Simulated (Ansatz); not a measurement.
```yaml
crystal:
  periodic: [false, false, false]
  atoms:
    - {symbol: S, position_ang: [-2.144935, -0.733568, 0.173507]}
    - {symbol: C, position_ang: [-0.612367, -0.171969, 0.037198]}
    - {symbol: B, position_ang: [0.641758, 0.448558, -0.074177]}
    - {symbol: O, position_ang: [0.585990, -0.946472, 0.100850]}
    - {symbol: H, position_ang: [1.526017, 1.273929, -0.303706]}
basis:
  gaussian: {orbitals: "6-31++G**"}
hamiltonian: {xc: {name: wPBEh}}
output: {forces: true}
```

```sh
$ ansatz run in.yaml --threads 2 --pin off --events-out ev --progress --plain --max-ram 4352MiB
```

It prints (some lines left out):

```
Functional definition: wPBEh
748 factors; integrals over basis functions are off by at most 1.1e-3 eV
95 factors; integrals over basis functions are off by at most 1.6e-6 eV
mean field evaluation 1: about -14594.8622 eV, gradient 5.8e1 eV
mean field evaluation 2: about -14566.1096 eV, gradient 1.2e2 eV
mean field evaluation 4: about -14602.0590 eV, gradient 1.7e1 eV
mean field evaluation 8: about -14602.8402 eV, gradient 8.6e-1 eV
mean field evaluation 16: about -14602.8421 eV, gradient 4.2e-5 eV
mean field -14602.84213076 eV, -536.6445501434 hartree, gradient 4.6e-5 eV, S^2 0.000000; 0 other end points of the search recorded, 0 dependent functions left out
reference -14602.84218987 eV, -536.6445523157 hartree; 18, 18 occupied and 68, 68 virtual orbitals, 748 factors
Total energy: -14602.84218987 eV, -536.6445523157 hartree
Atom 0 at    -2.144935    -0.733568     0.173507 Å, force     1.344005     0.897503    -0.207513 eV/Å
Atom 1 at    -0.612367    -0.171969     0.037198 Å, force    -4.404168    -2.908244     0.691958 eV/Å
Atom 2 at     0.641758     0.448558    -0.074177 Å, force     3.872935     0.891455    -0.651540 eV/Å
Atom 3 at     0.585990    -0.946472     0.100850 Å, force     0.054250     1.896915    -0.204940 eV/Å
Atom 4 at     1.526017     1.273929    -0.303706 Å, force    -0.867022    -0.777628     0.372035 eV/Å
Dipole moment:     0.391881     0.365389    -0.049290 e Å
```

It took 1.8 s on 2 threads of an Arm Neoverse V1 on a shared host, with 0.14 GiB of host memory at the peak.
